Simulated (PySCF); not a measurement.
## Bonding in `Cn1ncc(C(F)(F)F)n1`

C4H4F3N3.
Atom-mapped SMILES: `[CH3:1][n:2]1[n:3][cH:4][c:5]([C:6]([F:7])([F:8])[F:9])[n:10]1` (hydrogens: H11, H12, H13 on C1; H14 on C4)

Cartesian coordinates in Å at the GFN2-xTB level; atoms count from 1:
```
atom  x, y, z in Å
C1    -2.5090   -0.0923    0.3631
N2    -1.1478    0.1197   -0.0222
N3    -0.8038    0.9756   -0.9494
C4     0.5160    0.9096   -1.0106
C5     0.9295   -0.0360   -0.0639
C6     2.3020   -0.4946    0.2745
F7     3.2230    0.1327   -0.4749
F8     2.4754   -1.8097    0.0722
F9     2.6270   -0.2596    1.5551
N10   -0.1577   -0.5124    0.5406
H11   -3.1473    0.0844   -0.5001
H12   -2.6144   -1.1148    0.7193
H13   -2.7871    0.5967    1.1629
H14    1.0935    1.5002   -1.6888
```

Bond orders from the PBE0/pcSseg-1 density (PySCF). Isolated species at its GFN2-xTB geometry, gas phase.

(1) Where do the orders between heavy atoms depart from those drawn in the SMILES?

(2) Set the Mayer orders of the bonds beside their lengths.

Results:

(1) The largest departure is 0.259, at N2–N3 (drawn aromatic, 1.241), counting aromatic bonds as 1.5. The bonds drawn aromatic range from 1.24 to 1.50.

(2) 
```json
{"bond": "C1–N2", "drawn as": "single", "length (Å)": "1.430", "Mayer order": "0.888"}
{"bond": "N2–N3", "drawn as": "aromatic", "length (Å)": "1.308", "Mayer order": "1.241"}
{"bond": "N3–C4", "drawn as": "aromatic", "length (Å)": "1.323", "Mayer order": "1.501"}
{"bond": "C4–C5", "drawn as": "aromatic", "length (Å)": "1.401", "Mayer order": "1.306"}
{"bond": "C5–C6", "drawn as": "single", "length (Å)": "1.486", "Mayer order": "0.957"}
{"bond": "C6–F7", "drawn as": "single", "length (Å)": "1.343", "Mayer order": "0.994"}
{"bond": "C6–F8", "drawn as": "single", "length (Å)": "1.342", "Mayer order": "1.006"}
{"bond": "C6–F9", "drawn as": "single", "length (Å)": "1.342", "Mayer order": "1.006"}
{"bond": "C5–N10", "drawn as": "aromatic", "length (Å)": "1.332", "Mayer order": "1.423"}
{"bond": "N10–N2", "drawn as": "aromatic", "length (Å)": "1.303", "Mayer order": "1.262"}
{"bond": "C1–H11", "drawn as": "single", "length (Å)": "1.088", "Mayer order": "0.954"}
{"bond": "C1–H12", "drawn as": "single", "length (Å)": "1.088", "Mayer order": "0.954"}
{"bond": "C1–H13", "drawn as": "single", "length (Å)": "1.092", "Mayer order": "0.958"}
{"bond": "C4–H14", "drawn as": "single", "length (Å)": "1.069", "Mayer order": "0.991"}
```

Bonds between the same two heavy elements. C–N: lowest C1–N2 (0.888, 1.430 Å), highest N3–C4 (1.501, 1.323 Å). N–N: lowest N2–N3 (1.241, 1.308 Å), highest N10–N2 (1.262, 1.303 Å). C–C: lowest C5–C6 (0.957, 1.486 Å), highest C4–C5 (1.306, 1.401 Å). C–F: all 3 within 0.02 of one another (0.994 to 1.006).

Sum the orders of all bonds at each heavy atom with more than one neighbour and set the sums beside the valence in the SMILES.

C1 3.754 (drawn 4), N2 3.391 (drawn 3), N3 2.742 (drawn 3), C4 3.798 (drawn 4), C5 3.686 (drawn 4), C6 3.963 (drawn 4), N10 2.685 (drawn 3). Orders between atoms that aren't bonded are not in these sums.

The Mayer order sums products of elements of PS (density times overlap matrix) between the two atoms' basis functions, so it depends on the basis set.
